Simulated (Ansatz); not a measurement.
Program: Ansatz. Geometries: PBE0-D4/def2-TZVP. ΔE: electronic, gas phase. CBS: MP2 limit from def2 TZ/QZ plus the TZ coupled-cluster correction, frozen cores. Functionals use def2-TZVPP. B3LYP here is the variant with VWN-RPA as its local correlation; programs differ in this. For Br, Mg outer-core shells are correlated without core-valence functions, which leaves a few kJ/mol of doubt a bond. Scalar relativity is left out up to krypton. One conformer a species, not always the lowest.

`[SiH3]N([SiH3])[Si]Br` + `[OH][Mg][SH]` → `S[Si]Br` + `[OH][Mg][N]([SiH3])[SiH3]`  (redistribution)

```json
{"level": "PBE-D4", "ΔE (kJ/mol)": "42.2"}
{"level": "B3LYP-D4", "ΔE (kJ/mol)": "47.8"}
```

Problem. What does CCSD(T)/CBS give? (An estimate is asked.)

Solution. Computed: +44.3 kJ/mol. The listed levels differ from it by -2.1, 3.5 kJ/mol.

Largest T1 diagnostic among the species: 0.012.

Leaving LDA and LC-ωPBE aside and taking each functional with its dispersion term where it has one, the values, not all of them listed here, spread over 12.8 kJ/mol, from B97M-V to BHLYP-D4. LDA lies +11.2 kJ/mol from PBE without D4. At CCSD(T), def2-SVP lies +4.5 kJ/mol from the extrapolated value and def2-TZVPP +3.1 kJ/mol. From BLYP to BHLYP (50 % exact exchange), in def2-TZVPP and without D4, ΔE moves by +11.2 kJ/mol.
